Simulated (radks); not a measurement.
Q: The tantalum ion Ta9+ is in [Kr] 4d10 4f12 5s2 5p4. Calculated with a radial shooting solver on a logarithmic mesh with Libxc functionals: scalar-relativistic Kohn-Sham, PBE, spin-polarised, spherical densities, finite nucleus; Fermi nuclear charge, rms radius of each element as measured or else 0.836 A^(1/3) + 0.57 fm. Open shells are filled with parallel spins first. One electron is removed from 5s, 5p, 4f, 4d in turn, with full relaxation. Which removal costs least, and what does each cost?

A: 5p 180.21 eV; 4f 193.69 eV; 5s 220.56 eV; 4d 394.74 eV. The 5p electron leaves first.
